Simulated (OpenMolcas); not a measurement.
# OpenMolcas run: Tm3+

Tm3+ among 8 point charges of -1 e arranged as a cube (Oh), 2.67 Å from the ion. With inversion symmetry the input lists one of each pair of outer charges.

Input:

```
&GATEWAY
Coord
1

Tm 0.0 0.0 0.0
Basis=ANO-RCC-VDZP
Group=XYZ
NoMove
AngMom=0.0 0.0 0.0
AMFI
XField
4 Angstrom 0
1.541525 1.541525 1.541525 -1.000000
1.541525 1.541525 -1.541525 -1.000000
1.541525 -1.541525 1.541525 -1.000000
1.541525 -1.541525 -1.541525 -1.000000
&SEWARD
* reference wave functions (RASSCF and RASSI steps not shown): 12 electrons in 7 orbitals (4f)
>>> COPY JOB001 $Project.JobIph
&CASPT2
Multistate=21 1 2 3 4 5 6 7 8 9 10 11 12 13 14 15 16 17 18 19 20 21
NoMult
Frozen=14 9
IPEA=0.25
Imaginary=0.1
MaxIter=60
WThr=0.0 0.3 0.05
PrWF=0.5
NoMix
>>> COPY JOB002 $Project.JobIph
&CASPT2
Multistate=27 1 2 3 4 5 6 7 8 9 10 11 12 13 14 15 16 17 18 19 20 21 22
23 24 25 26 27
NoMult
Frozen=14 9
IPEA=0.25
Imaginary=0.1
MaxIter=60
WThr=0.0 0.3 0.05
PrWF=0.5
NoMix
```

Launched by
```bash
OMP_NUM_THREADS=1 MOLCAS_MEM=2252 MOLCAS_PROJECT=a pymolcas a.inp > a.log  # once for each step of the input, in one work folder
```

Output, cut to the results:

```
--- CASPT2 ---
Orbital specifications:
      -----------------------

      Symmetry species                           1   2
                                                ag  au
      Frozen orbitals                           14   9
      Inactive orbitals                          1   3
      Active orbitals                            0   7
      Secondary orbitals                        21  13
      Deleted orbitals                           0   0
      Number of basis functions                 36  32
Type of calculation                        SS-CASPT2
      Fock operator                              state-specific
      IPEA shift                                 0.25
      Real shift                                 0.00
      Imaginary shift                            0.10
      The input orbitals will be transformed to quasi-canonical
Reference energy:      -13558.1300602700
      E2 (Non-variational):      -0.8337631879
      Shift correction:          -0.0002348984
      E2 (Variational):          -0.8339980863
      Total energy:          -13558.9640583563
      Residual norm:              0.0000000513
      Reference weight:           0.88815
      Contributions to the CASPT2 correlation energy
      Active & Virtual Only:         -0.4208164539
      One Inactive Excited:          -0.2672451806
      Two Inactive Excited:          -0.1457015533
Reference energy:      -13558.1300602700
      E2 (Non-variational):      -0.8337811696
      Shift correction:          -0.0002349263
      E2 (Variational):          -0.8340160960
      Total energy:          -13558.9640763659
      Residual norm:              0.0000000511
      Reference weight:           0.88815
      Contributions to the CASPT2 correlation energy
      Active & Virtual Only:         -0.4208216678
      One Inactive Excited:          -0.2672578739
      Two Inactive Excited:          -0.1457016280
::    CASPT2 Root  1     Total energy: -13558.96405836
::    CASPT2 Root  2     Total energy: -13558.96407637
::    CASPT2 Root  3     Total energy: -13558.96405445
::    CASPT2 Root  4     Total energy: -13558.96431156
::    CASPT2 Root  5     Total energy: -13558.96441084
::    CASPT2 Root  6     Total energy: -13558.96440723
::    CASPT2 Root  7     Total energy: -13558.96338009
::    CASPT2 Root  8     Total energy: -13558.96374088
::    CASPT2 Root  9     Total energy: -13558.96391857
::    CASPT2 Root 10     Total energy: -13558.96386524
::    CASPT2 Root 11     Total energy: -13558.96389104
::    CASPT2 Root 12     Total energy: -13558.93420888
::    CASPT2 Root 13     Total energy: -13558.93415739
::    CASPT2 Root 14     Total energy: -13558.93419946
::    CASPT2 Root 15     Total energy: -13558.93432272
::    CASPT2 Root 16     Total energy: -13558.93422008
::    CASPT2 Root 17     Total energy: -13558.93435756
::    CASPT2 Root 18     Total energy: -13558.93388881
::    CASPT2 Root 19     Total energy: -13558.81455104
::    CASPT2 Root 20     Total energy: -13558.81455012
::    CASPT2 Root 21     Total energy: -13558.81446783
--- CASPT2 ---
Orbital specifications:
      -----------------------

      Symmetry species                           1   2
                                                ag  au
      Frozen orbitals                           14   9
      Inactive orbitals                          1   3
      Active orbitals                            0   7
      Secondary orbitals                        21  13
      Deleted orbitals                           0   0
      Number of basis functions                 36  32
Type of calculation                        SS-CASPT2
      Fock operator                              state-specific
      IPEA shift                                 0.25
      Real shift                                 0.00
      Imaginary shift                            0.10
      The input orbitals will be transformed to quasi-canonical
Reference energy:      -13558.0892975693
      E2 (Non-variational):      -0.8315347966
      Shift correction:          -0.0002340168
      E2 (Variational):          -0.8317688134
      Total energy:          -13558.9210663827
      Residual norm:              0.0000001891
      Reference weight:           0.88880
      Contributions to the CASPT2 correlation energy
      Active & Virtual Only:         -0.4197352823
      One Inactive Excited:          -0.2661127298
      Two Inactive Excited:          -0.1456867845
Reference energy:      -13558.0889608510
      E2 (Non-variational):      -0.8352820051
      Shift correction:          -0.0002420315
      E2 (Variational):          -0.8355240366
      Total energy:          -13558.9244848876
      Residual norm:              0.0000001438
      Reference weight:           0.88758
      Contributions to the CASPT2 correlation energy
      Active & Virtual Only:         -0.4221835466
      One Inactive Excited:          -0.2673875485
      Two Inactive Excited:          -0.1457109100
::    CASPT2 Root  1     Total energy: -13558.92106638
::    CASPT2 Root  2     Total energy: -13558.92448489
::    CASPT2 Root  3     Total energy: -13558.92202969
::    CASPT2 Root  4     Total energy: -13558.92213126
::    CASPT2 Root  5     Total energy: -13558.92075307
::    CASPT2 Root  6     Total energy: -13558.92073890
::    CASPT2 Root  7     Total energy: -13558.92112190
::    CASPT2 Root  8     Total energy: -13558.92100875
::    CASPT2 Root  9     Total energy: -13558.92086902
::    CASPT2 Root 10     Total energy: -13558.84869576
::    CASPT2 Root 11     Total energy: -13558.84860623
::    CASPT2 Root 12     Total energy: -13558.84863997
::    CASPT2 Root 13     Total energy: -13558.84781458
::    CASPT2 Root 14     Total energy: -13558.84772230
::    CASPT2 Root 15     Total energy: -13558.81935850
::    CASPT2 Root 16     Total energy: -13558.81669081
::    CASPT2 Root 17     Total energy: -13558.81701115
::    CASPT2 Root 18     Total energy: -13558.81816719
...
```

Spin-orbit levels above the lowest (labels of O, the rotations of Oh), with the averaged single-state CASPT2 energies on the diagonal:

```
E (cm-1)  Degeneracy  Label      2S+1     J  |mJ| (%)
       0           2      E         3  6.00    0 (44)
      16           3     T2         3  6.00    1 (54)
      48           1     A2         3  6.00    2 (69)
      83           1     A1         3  6.00    4 (87)
     110           3     T1         3  6.00    4 (33)
     110           3     T2         3  6.00    5 (40)
    5990           3     T1  3 (70 %)  4.00    1 (58)
    6100           1     A1  3 (72 %)  4.00    0 (58)
    6130           2      E  3 (72 %)  4.00    2 (50)
    6150           3     T2  3 (72 %)  4.00    3 (58)
    8440           3     T1         3  5.00    5 (35)
    8460           3     T2         3  5.00    2 (33)
    8490           2      E         3  5.00    2 (50)
    8530           3     T1         3  5.00    3 (57)
   13020           3     T1  3 (88 %)  4.00    1 (58)
   13050           1     A1  3 (88 %)  4.00    0 (58)
   13070           2      E  3 (88 %)  4.00    2 (50)
   13100           3     T2  3 (88 %)  4.00    3 (58)
   15000           1     A2         3  3.00   2 (100)
   15010           3     T1         3  3.00    3 (42)
```

Roots that are degenerate in the reference are averaged as groups; the widest CASPT2 spread within a group is 900 cm-1 (the 3-fold group of multiplicity 1 near 32600 cm-1 above the lowest state of its run). Shifts and gaps below about the spread of the groups concerned are not significant. This is an electrostatic model: the charges have no orbitals. The first state left out of the spin-orbit step lies near 83000 cm-1 above the lowest spin-free state of the reference (among the parities and spins computed), and the lists stop at four fifths of that energy or lower. No measured value stands beside these numbers.

The CASPT2 steps took 9.6 s on 1 thread of Arm Neoverse V2, with other jobs on the host; the integral step is not counted.
